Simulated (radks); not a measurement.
Results of a calculation; reference values are marked as such.
Species: P XV. Configuration: 1s1.

Code: a radial shooting solver on a logarithmic mesh with Libxc functionals. Model: Dirac Kohn-Sham, PBE, spin-unpolarised, spherical densities, finite nucleus; Fermi nuclear charge, rms radius 3.1889 fm.

Energy parts (hartree):
total: -111.97926
kinetic: 112.64045
electron-nucleus: -225.47597
Hartree: 4.68338
exchange-correlation: -3.82711

Orbitals (lengths in bohr, moments of r in powers of bohr):
orbital	occ.	eigenvalue (hartree)	<r>	small-component weight
1s1/2	1	-108.3058	0.1002	2.98e-03
2p1/2	0	-25.62778	0.3420	7.09e-04
2p3/2	0	-25.55053	0.3433	7.07e-04

The highest occupied level is 1s1/2 at -2947.2 eV. The electron density at the nucleus is 1165 e/bohr^3.
